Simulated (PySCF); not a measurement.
## Which determinant of GaC lies lowest?

Unrestricted PBE0; Ga cc-pVDZ-PP with ECP10, C cc-pVDZ; scalar-relativistic core potentials (PySCF 2.14). Outer shells of the fragments: Ga 3d10 4s2 4p1; C 2s2 2p2.

Followed along the bond (rough minima from three points):

```json
{"2Ms+1": "4", "unpaired": "σ ↑, π ↑↑", "⟨S²⟩ at the start": "3.75", "R at minimum (Å)": "2.02", "Te (eV)": "0.00"}
{"2Ms+1": "2", "unpaired": "σ ↓, π ↑↑", "⟨S²⟩ at the start": "1.77", "R at minimum (Å)": "2.00", "Te (eV)": "0.57"}
{"2Ms+1": "2", "unpaired": "σ ↑, π ↑↓", "⟨S²⟩ at the start": "1.76", "R at minimum (Å)": "2.02", "Te (eV)": "0.64"}
{"2Ms+1": "2", "unpaired": "π ↑", "⟨S²⟩ at the start": "0.85", "R at minimum (Å)": "1.86", "Te (eV)": "1.54"}
```

Solutions found at the starting distance of 1.915 Å, counted from the lowest of them; the search is not exhaustive and high or unbound solutions are not listed, so other states can lie among these:

| 2Ms+1 | unpaired | term | E (eV) | ⟨S²⟩ | ⟨Lz²⟩ | μ (D) |
| --- | --- | --- | --- | --- | --- | --- |
| 4 | σ ↑, π ↑↑ | ⁴Σ⁻ | 0.00 | 3.75 | 0.00 | -1.72 |
| 2 | σ ↓, π ↑↑ | mixed | 0.55 | 1.77 | 0.00 | -2.08 |
| 2 | σ ↑, π ↑↓ | mixed | 0.63 | 1.76 | 2.01 | -1.85 |
| 2 | π ↑ | ²Π | 1.49 | 0.85 | 1.01 | -2.94 |
| 2 | σ ↑ | mixed | 1.70 | 0.76 | 2.00 | -1.60 |
| 2 | π ↑ | ²Π | 1.98 | 0.75 | 1.00 | -0.57 |
| 4 | π ↑↑↑ | ⁴Π | 3.47 | 3.76 | 1.00 | -0.95 |
| 4 | σ ↑↑, π ↑ | ⁴Π | 3.54 | 3.84 | 1.01 | -2.92 |

A term symbol is given only where ⟨S²⟩ and ⟨Lz²⟩ are close to those of a pure state; real π, δ and φ orbitals otherwise mix terms. A positive dipole means Ga(−)C(+).

Spin–orbit coupling is left out.
